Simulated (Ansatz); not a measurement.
Job for Ansatz (a first-principles code): R-B3LYP/def2-TZVPP on FH4NSi (SMILES N[SiH2]F), a point of a torsion scan.

Ansatz 0.2 input:
```yaml
crystal:
  periodic: [false, false, false]
  atoms:
    - {symbol: N, position_ang: [1.03097631, -0.13122865, -0.21250185]}
    - {symbol: Si, position_ang: [-0.65397725, 0.04563937, 0.05866225]}
    - {symbol: F, position_ang: [-0.89556083, 1.63694916, 0.04262245]}
    - {symbol: H, position_ang: [1.53286592, -0.91401820, 0.16840745]}
    - {symbol: H, position_ang: [1.60545298, 0.69600552, -0.18519053]}
    - {symbol: H, position_ang: [-1.13341968, -0.38249471, 1.36692544]}
    - {symbol: H, position_ang: [-1.39941120, -0.49248940, -1.06720079]}
basis:
  gaussian:
    orbitals: def2-TZVPP
hamiltonian:
  xc: {name: B3LYP}
scf: {lower_state_search: off}
```

Output:

```
WARN ansatz: RAYON_NUM_THREADS=1 ignored (pool sized by the plan → 1); use --threads N
Functional definition: B3LYP
these checks for a lower state are left out or cut short: stability, starts, cluster_reference, orbital_swaps, neighbouring_geometries, increment
integrals: 0.06 GiB planned
838 factors; their error is unknown
mean field: 0.58 GiB planned
mean field evaluation 1: about -12146.9567 eV, gradient 6.9e1 eV
mean field evaluation 2: about -12134.6890 eV, gradient 1.0e2 eV
mean field evaluation 4: about -12155.0002 eV, gradient 1.2e0 eV
mean field evaluation 8: about -12155.0077 eV, gradient 3.3e-2 eV
mean field evaluation 16: about -12155.0278 eV, gradient 4.2e-6 eV
mean field -12155.02784970 eV, -446.6890345026 hartree, gradient 4.2e-6 eV, S^2 0.000000; 0 other end points of the search recorded, 0 dependent functions left out
reference -12155.02806424 eV, -446.6890423870 hartree; 17, 17 occupied and 143, 143 virtual orbitals, 838 factors
Total energy: -12155.02806424 eV, -446.6890423870 hartree
Checks for a lower state left out: stability, starts, cluster_reference, orbital_swaps, neighbouring_geometries, increment
```

The run converged.

Cost: very roughly 1.8 core-seconds.
